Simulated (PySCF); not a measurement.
A calculated (PBE0, PySCF 2.14, def2-TZVP, no relativity, point nucleus) atom or ion has these occupied shells.

```tsv
shell	electrons	orbital energy (eV)	rms radius, mean of both spins (bohr)
1s α	1	-198.86	0.441
```

(1) Name the element and its charge.

Answers

(1) Be³⁺ (beryllium, charge +3), in 1s1, 2S determinant.
